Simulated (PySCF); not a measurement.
Two species compared at the same levels of theory.

First species: C6H11FO2Si.
SMILES with atom numbers: `[CH3:1][O:2][Si@@H:3]([F:4])[C@@H:5]1[CH2:6][C@@H:7]1[CH2:8][CH:9]=[O:10]` (hydrogens: H11, H12, H13 on C1; H14 on Si3; H15 on C5; H16, H17 on C6; H18 on C7; H19, H20 on C8; H21 on C9)

Second species: C5H11N.
Cartesian coordinates in Å at the GFN2-xTB level; atoms count from 1:
```xyz
17
C5H11N angstrom
C     -2.0580    0.3168   -0.0615
C     -1.3425   -1.0352   -0.1295
N      0.0546   -0.9784   -0.5182
C      0.9211   -0.3306    0.4157
C      2.2827    0.1096   -0.0153
C      1.2502    1.1401    0.3519
H     -3.0989    0.1761    0.2185
H     -1.5839    0.9603    0.6757
H     -2.0235    0.8141   -1.0295
H     -1.8497   -1.6802   -0.8528
H     -1.3881   -1.5227    0.8485
H      0.1482   -0.5504   -1.4343
H      0.8292   -0.7727    1.4018
H      3.1127   -0.0531    0.6542
H      2.5415    0.0041   -1.0581
H      0.8244    1.7245   -0.4508
H      1.3730    1.6897    1.2728
```

Levels: PBE0/pcSseg-1 for dipole moment, HOMO energy, LUMO energy and HOMO–LUMO gap; GFN2-xTB for rotational constant A and rotational constant C. Geometries: GFN2-xTB. All species are isolated and taken at one optimised geometry, non-relativistic unless stated. Electronic properties by PySCF.

The conformers computed, where there is a choice (atom-mapped SMILES and torsion angles):
- `[CH3:1][O:2][Si@@H:3]([F:4])[C@@H:5]1[CH2:6][C@@H:7]1[CH2:8][CH:9]=[O:10]`: C1–O2–Si3–F4 59°, O2–Si3–C5–C6 -98°, C6–C7–C8–C9 -151°, C7–C8–C9–O10 7°
- `[CH3:1][CH2:2][NH:3][CH:4]1[CH2:5][CH2:6]1`: C1–C2–N3–C4 66°, C2–N3–C4–C5 -164°

```tsv
property	column X	column Y
dipole moment	1.34 D	0.93 D
HOMO energy	-7.38 eV	-5.92 eV
LUMO energy	-0.60 eV	1.57 eV
HOMO–LUMO gap	6.78 eV	7.49 eV
rotational constant A	1.902 GHz	7.516 GHz
rotational constant C	0.629 GHz	1.912 GHz
```

(1) Which column belongs to which species?

(2) How does each property change from the first species to the second?

Results:

(1) Column X is the first species and column Y the second. The first has 21 atoms and 86 electrons, the second 17 and 48.

(2) dipole moment -0.41 D; HOMO energy +1.46 eV; LUMO energy +2.17 eV; HOMO–LUMO gap +0.71 eV; rotational constant A +5.614 GHz; rotational constant C +1.283 GHz.

On the first: In atomic units the dipole is 0.53 e·bohr (1 au = 2.5417 D).

On the second: The dipole equals about 3.1 × 10⁻³⁰ C·m (1 D = 3.33564 × 10⁻³⁰ C·m). A dipole of 0.93 D is allowed in C1, and pure rotational transitions are dipole-allowed.
